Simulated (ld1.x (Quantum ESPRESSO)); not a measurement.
## chromium: excitation energies, all-electron against TM semilocal

- Element: chromium (Cr)
- Generator: ld1.x (Quantum ESPRESSO) 7.5
- Type: norm-conserving Troullier–Martins (semilocal form)
- Functional: PBEsol
- Relativity: scalar-relativistic
- Frozen core: [Ar]
- Valence charge: 6
- Reference configuration: 3d4 4s2 4p0
- Partial waves: 4s (bound): rc 2.65 bohr; 3d (bound): rc 1.25 bohr; 4p (bound, empty): rc 3.60 bohr
- Local potential: the p channel
- Core correction: Bessel-smoothed model core, default radius (core density twice the valence density)

Energies are relative to the spin-unpolarised reference configuration 3d4 4s2 4p0; without spin polarisation the order of configurations can differ from experiment. The frozen-core shift is the all-electron ΔE with the core orbitals held at their reference shape minus the fully relaxed ΔE.

| valence configuration | charge | ΔE all-electron (eV) | error AE − PS (meV) | frozen-core shift (meV) |
| --- | --- | --- | --- | --- |
| 3d5 4s1 4p0 | 0 | 0.094 | -132 | +82 |
| 3d4 4s0 4p0 | +2 | 22.980 | -54 | +12 |
| 3d3 4s0 4p0 | +3 | 53.686 | -279 | +419 |
| 3d5 4s0 4p1 | 0 | 3.236 | -176 | +100 |
| 3d2 4s0 4p0 | +4 | 102.004 | -1737 | +2231 |

Task: What are ΔE and the potential's error for 3d5 4s0.5 4p0?

Result: ΔE = 2.800 eV all-electron; the error (AE − PS) is -188 meV.

Task: What are ΔE and the potential's error for 3d5 4s0 4p0?

Result: ΔE = 6.966 eV all-electron; the error (AE − PS) is -263 meV.

Levels in the configuration 3d5 4s0 4p0:

```tsv
level	all-electron (eV)	pseudo (eV)
3d	-9.843	-9.651
```
